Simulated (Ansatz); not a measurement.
Ansatz (a first-principles code) input:

Ansatz 0.2 input:
```yaml
crystal:
  periodic: [false, false, false]
  atoms:
    - {symbol: C, position_ang: [-0.00000000, -0.00000000, -1.36999048]}
    - {symbol: C, position_ang: [-0.00000000, -0.00000000, -0.00255813]}
    - {symbol: N, position_ang: [0.00000000, 0.00000000, 1.17647024]}
basis:
  gaussian:
    orbitals: cc-pVTZ
hamiltonian:
  xc: pbe
magnetization: {spin_polarized: true, initial_magnetization: 1}
correlation: {method: rpa, electrons: outside_noble_gas}
```

Task: Predict the final energy.

Result: -130.72903 Eh (RPA@PBE/cc-pVTZ). The basis has 90 functions.

It need not be the lowest isomer of its formula.
